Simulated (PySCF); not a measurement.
C$_{2}$H$_{7}$InO (SMILES CC[O][InH2]), singlet, at a GFN2-xTB geometry (such geometries of metal compounds can be far from the true shape) (core potentials on In); DF-R2SCAN/def2-SVP (PySCF).

PySCF was given this input:
```python
from pyscf import gto, scf, dft

mol = gto.M(
    atom='''
In   -0.571911    0.621045    0.182481
H    -1.000751    0.120419    1.762228
H    -1.169732    1.960521   -0.657535
O     0.709360   -0.248648   -1.005285
C     1.504075   -1.390715   -0.842134
C     1.315785   -2.056522    0.517458
H     1.252849   -2.106485   -1.637874
H     2.557784   -1.102375   -0.965430
H     0.267755   -2.348873    0.635556
H     1.948903   -2.937121    0.603771
H     1.572782   -1.344692    1.308048
''',
    basis='def2-svp',
    ecp={'In': 'def2-svp'},
    charge=0,
    spin=0,
    verbose=4,
    max_memory=1800,
)

mf = dft.RKS(mol)
mf.xc = 'r2scan'
mf = mf.density_fit(auxbasis='def2-universal-jkfit')
mf.kernel()
```

**Question.** What does PySCF print? Leave out banner, timings and long lists.

**Answer.** 
```
PySCF version 2.14.0

[INPUT] verbose = 4
[INPUT] num. atoms = 11
[INPUT] num. electrons = 48
[INPUT] charge = 0
[INPUT] spin (= nelec alpha-beta = 2S) = 0
[INPUT] symmetry False subgroup None
[INPUT] Mole.unit = angstrom
[INPUT] Symbol           X                Y                Z      unit          X                Y                Z       unit  Magmom
[INPUT]  1 In    -0.571911000000   0.621045000000   0.182481000000 AA   -1.080755157626   1.173604961031   0.344839112937 Bohr   0.0
[INPUT]  2 H     -1.000751000000   0.120419000000   1.762228000000 AA   -1.891145308885   0.227558930194   3.330128289040 Bohr   0.0
[INPUT]  3 H     -1.169732000000   1.960521000000  -0.657535000000 AA   -2.210473119140   3.704847751458  -1.242561067316 Bohr   0.0
[INPUT]  4 O      0.709360000000  -0.248648000000  -1.005285000000 AA    1.340496123721  -0.469876621421  -1.899713327133 Bohr   0.0
[INPUT]  5 C      1.504075000000  -1.390715000000  -0.842134000000 AA    2.842289820805  -2.628070467324  -1.591402620184 Bohr   0.0
[INPUT]  6 C      1.315785000000  -2.056522000000   0.517458000000 AA    2.486473288811  -3.886263349143   0.977853900965 Bohr   0.0
[INPUT]  7 H      1.252849000000  -2.106485000000  -1.637874000000 AA    2.367541485435  -3.980679735504  -3.095133286546 Bohr   0.0
[INPUT]  8 H      2.557784000000  -1.102375000000  -0.965430000000 AA    4.833511245795  -2.083186836567  -1.824398292439 Bohr   0.0
[INPUT]  9 H      0.267755000000  -2.348873000000   0.635556000000 AA    0.505983618483  -4.438726671386   1.201026776824 Bohr   0.0
[INPUT] 10 H      1.948903000000  -2.937121000000   0.603771000000 AA    3.682892913343  -5.550354284709   1.140961831955 Bohr   0.0
[INPUT] 11 H      1.572782000000  -1.344692000000   1.308048000000 AA    2.972127233646  -2.541099601894   2.471852477785 Bohr   0.0

nuclear repulsion = 197.292988050852
number of shells = 49
number of NR pGTOs = 182
number of NR cGTOs = 103
basis = def2-svp
ecp = {'In': 'def2-svp'}

******** <class 'pyscf.df.df_jk.DFRKS'> ********
method = DFRKS
initial guess = minao
damping factor = 0
level_shift factor = 0
DIIS = <class 'pyscf.scf.diis.CDIIS'>
diis_start_cycle = 1
diis_space = 8
diis_damp = 0
SCF conv_tol = 1e-09
SCF conv_tol_grad = None
SCF max_cycles = 50
direct_scf = False
XC library pyscf.dft.libxc version 7.1.2
    S. Lehtola, C. Steigemann, M. J. T. Oliveira, and M. A. L. Marques,  SoftwareX 7, 1–5 (2018)
XC functionals = r2scan
    J. W. Furness, A. D. Kaplan, J. Ning, J. P. Perdew, and J. Sun,  J. Phys. Chem. Lett. 11, 8208–8215 (2020)
    J. W. Furness, A. D. Kaplan, J. Ning, J. P. Perdew, and J. Sun,  J. Phys. Chem. Lett. 11, 9248–9248 (2020)
    J. W. Furness, A. D. Kaplan, J. Ning, J. P. Perdew, and J. Sun,  J. Phys. Chem. Lett. 11, 8208–8215 (2020)
    J. W. Furness, A. D. Kaplan, J. Ning, J. P. Perdew, and J. Sun,  J. Phys. Chem. Lett. 11, 9248–9248 (2020)
radial grids:
    Treutler-Ahlrichs [JCP 102, 346 (1995); DOI:10.1063/1.469408] (M4) radial grids

becke partition: Becke, JCP 88, 2547 (1988); DOI:10.1063/1.454033
pruning grids: <function nwchem_prune>
grids dens level: 3
symmetrized grids: False
atomic radii adjust function: <function treutler_atomic_radii_adjust>
small_rho_cutoff = 0
Set gradient conv threshold to 3.16228e-05
Initial guess from minao.
tot grids = 132848
init E= -324.640345960099
  HOMO = -0.609204315215866  LUMO = -0.568746591684892  gap/eV = 1.10091
cycle= 1 E= -344.233859804547  delta_E= -19.6  |g|= 2.29  |ddm|= 12.6
  HOMO = 0.0589007750237521  LUMO = 0.061288959903114  gap/eV = 0.06499
cycle= 2 E= -317.777046138726  delta_E= 26.5  |g|= 10.5  |ddm|=   28
  HOMO = -0.162494386367566  LUMO = 0.00171789310832438  gap/eV = 4.46844
cycle= 3 E= -345.477117673344  delta_E= -27.7  |g|= 0.755  |ddm|= 27.4
  HOMO = -0.225079481230036  LUMO = -0.0484713921058528  gap/eV = 4.80575
cycle= 4 E= -345.527325149676  delta_E= -0.0502  |g|= 0.614  |ddm|=  1.2
  HOMO = -0.207088267277324  LUMO = -0.0573907992671678  gap/eV = 4.07348
cycle= 5 E= -345.603203765285  delta_E= -0.0759  |g|= 0.191  |ddm|= 0.67
  HOMO = -0.229404923536191  LUMO = -0.0644809802918012  gap/eV = 4.48781
cycle= 6 E= -345.609964480222  delta_E= -0.00676  |g|= 0.0649  |ddm|= 0.222
  HOMO = -0.225534893013842  LUMO = -0.0647363527910869  gap/eV = 4.37555
cycle= 7 E= -345.610983845367  delta_E= -0.00102  |g|= 0.0114  |ddm|= 0.0673
  HOMO = -0.226742993737095  LUMO = -0.0642843982350492  gap/eV = 4.42072
cycle= 8 E= -345.611025176913  delta_E= -4.13e-05  |g|= 0.00106  |ddm|= 0.0153
  HOMO = -0.226499515550699  LUMO = -0.0641312218421533  gap/eV = 4.41827
cycle= 9 E= -345.61102554974  delta_E= -3.73e-07  |g|= 0.000396  |ddm|= 0.00241
  HOMO = -0.226554646149153  LUMO = -0.0641423178447305  gap/eV = 4.41946
cycle= 10 E= -345.611025594856  delta_E= -4.51e-08  |g|= 0.000139  |ddm|= 0.000584
  HOMO = -0.226553742213796  LUMO = -0.0641450139023334  gap/eV = 4.41937
cycle= 11 E= -345.611025599992  delta_E= -5.14e-09  |g|= 2.05e-05  |ddm|= 0.00016
  HOMO = -0.226554498191846  LUMO = -0.0641456967788372  gap/eV = 4.41937
cycle= 12 E= -345.611025600133  delta_E= -1.41e-10  |g|= 6.51e-06  |ddm|= 4.09e-05
  HOMO = -0.226552763831384  LUMO = -0.0641452047822249  gap/eV = 4.41933
Extra cycle  E= -345.611025600118  delta_E= 1.52e-11  |g|= 1.1e-05  |ddm|= 2.65e-05
converged SCF energy = -345.611025600118
```
